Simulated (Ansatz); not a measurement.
`F[SiH2][TeH]` + H₂O → `O[SiH2][TeH]` + H–F  (formal hydrolysis of the Si–F bond)

Computed with Ansatz on PBE0-D4/def2-TZVP structures; ΔE is electronic, products minus reactants. CCSD(T)/CBS is the MP2 limit (def2-TZVPP, def2-QZVPP) plus CCSD(T) − MP2 in def2-TZVPP, frozen cores. This one scheme is used for every species. DFT in def2-TZVPP. B3LYP here is the variant with VWN-RPA as its local correlation; programs differ in this. HSE06 is defined as in plane-wave codes. def2 core potentials past Kr. For Te outer-core shells are correlated without core-valence functions, which leaves a few kJ/mol of doubt a bond. One conformer a species, not always the lowest.

Is it downhill or uphill in electronic energy at CCSD(T)/CBS, and by how much? (Best estimate.)

The calculation gave: Uphill: ΔE = +9.3 kcal/mol.

What do these levels give: LDA (SPW92), B97M-V, PBE0-D4, B3LYP-D4, r2SCANh-D4, ωB97M-V, revPBE, HSE06, HF/def2-TZVPP, HF/def2-QZVPP, MP2/def2-QZVPP, CCSD/CBS(def2)? (Best estimate.)

Computed: LDA (SPW92) 8.3, B97M-V 10.5, PBE0-D4 8.8, B3LYP-D4 9.6, r2SCANh-D4 9.5, ωB97M-V 9.6, revPBE 9.8, HSE06 9.1, HF/def2-TZVPP 10.7, HF/def2-QZVPP 11.1, MP2/def2-QZVPP 8.8, CCSD/CBS(def2) 9.6 kcal/mol.

Largest T1 diagnostic among the species: 0.011.

Leaving LDA and LC-ωPBE aside and taking each functional with its dispersion term where it has one, the values, not all of them listed here, spread over 1.9 kcal/mol, from revPBE-D4 to B97M-V. LDA lies −1.2 kcal/mol from PBE without D4. The D4 term adds −0.8 kcal/mol with B3LYP and −0.4 kcal/mol with PBE0; it sums over pairs of atoms, weighted by their polarisabilities, and B3LYP, whose exchange is more repulsive, gets the larger term.
